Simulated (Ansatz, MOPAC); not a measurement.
Process, species as SMILES: C1CCS1 + H+ → C1C[SH+]C1 (at S, the best of the heteroatom sites tried; carbon was not tried)

Wanted: proton affinity (enthalpy at 298 K), in kcal/mol. Positive where the reaction releases energy. Terms: non-relativistic; dispersion terms only where a functional's name holds one; frozen cores in correlated levels; no spin-orbit coupling. CBS marks a two-point X^-3 extrapolation of the correlation energy; Hartree-Fock from the larger set. The bracket is a focal-point correction in the basis named. First-principles rows: single points at B3LYP-D3(BJ) geometries (Ansatz, a first-principles code), with unscaled harmonic terms from B3LYP/6-31G* (Ansatz) at its own minima. Semi-empirical rows: MOPAC heats of formation at their own minima for 298 K, the proton's as measured.

```
species     coefficient  E at HF/STO-3G (Ansatz), Eh  E at PBE0/def2-TZVPD (Ansatz), Eh  H(298 K) - E, kcal/mol  heat of formation at MNDO (MOPAC), kcal/mol
----------  -----------  ---------------------------  ---------------------------------  ----------------------  -------------------------------------------
C1CSC1               +1                   -508.87915                         -515.86893                   56.55                                        -5.13
H+                   +1                      0.00000                            0.00000                    1.48                                       365.69
C1C[SH+]C1           -1                   -509.27585                         -516.19613                   63.07                                       182.92
```

Coupled cluster (Ansatz) is a level with limits of its own, used here on species with T1 under 0.025 (0.045 for open shells) and stable references: RI-MP2/CBS(cc-pV(T+d)Z,cc-pV(Q+d)Z)+[CCSD(T)-MP2]/cc-pV(T+d)Z. Value to compare with, RI-MP2/CBS(cc-pV(T+d)Z,cc-pV(Q+d)Z)+[CCSD(T)-MP2]/cc-pV(T+d)Z (Ansatz): 199.1 kcal/mol. 1 Eh = 627.5095 kcal/mol.

### Question
Work the quantity out at each level, and compare with RI-MP2/CBS(cc-pV(T+d)Z,cc-pV(Q+d)Z)+[CCSD(T)-MP2]/cc-pV(T+d)Z (Ansatz).

### Answer

- HF/STO-3G: the sum of coefficient times E is 0.39670 Eh, or 248.93 kcal/mol; the thermal terms add -5.04. Result: 243.9 kcal/mol. Its difference against RI-MP2/CBS(cc-pV(T+d)Z,cc-pV(Q+d)Z)+[CCSD(T)-MP2]/cc-pV(T+d)Z (Ansatz) is 44.8 kcal/mol.
- PBE0/def2-TZVPD: the sum of coefficient times E is 0.32720 Eh, or 205.32 kcal/mol; the thermal terms add -5.04. Result: 200.3 kcal/mol. Its difference against RI-MP2/CBS(cc-pV(T+d)Z,cc-pV(Q+d)Z)+[CCSD(T)-MP2]/cc-pV(T+d)Z (Ansatz) is 1.2 kcal/mol.
- MNDO: the sum of coefficient times heat of formation is 177.64 kcal/mol; it needs no thermal term. Its difference against RI-MP2/CBS(cc-pV(T+d)Z,cc-pV(Q+d)Z)+[CCSD(T)-MP2]/cc-pV(T+d)Z (Ansatz) is -21.5 kcal/mol.
